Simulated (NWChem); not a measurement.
System: SiH₃O cation; SMILES [OH+]=[SiH2]

Results from NWChem. Geometry: optimised at B3LYP/6-31G* (spherical d). Level PBE/def2-SVP: energy and gradient on several grids; changes count from the extra-fine grid, which is no exact limit either.

Task: Which is the coarsest grid (xcoarse; medium; coarse; xfine; fine) from which on the energy stays within 500 μHa and each gradient component within 500 μHa/bohr of xfine?

Result: coarse.
| grid | size of the energy change (μHa) | largest change of a gradient component (μHa/bohr) |
|---|---|---|
| xcoarse | 1000 | 3000 |
| coarse | 30 | 200 |
| medium | < 10 | 50 |
| fine | < 10 | < 30 |
| xfine | < 10 | < 30 |
